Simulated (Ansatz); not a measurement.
**Question.** Name a neutral molecule of N, Si and H with HOMO energy (PBE/def2-TZVPP) between -5.30 and -5.00 eV and HOMO–LUMO gap (PBE/def2-TZVPP) between 5.05 and 5.35 eV (Ansatz, PBE0-D4/def2-TZVP geometry).

**Answer.** `N[Si](N)(N)N` (-5.23 eV, 5.26 eV). Other molecules can fit too; these were computed, each in one conformer that needn't be the lowest.
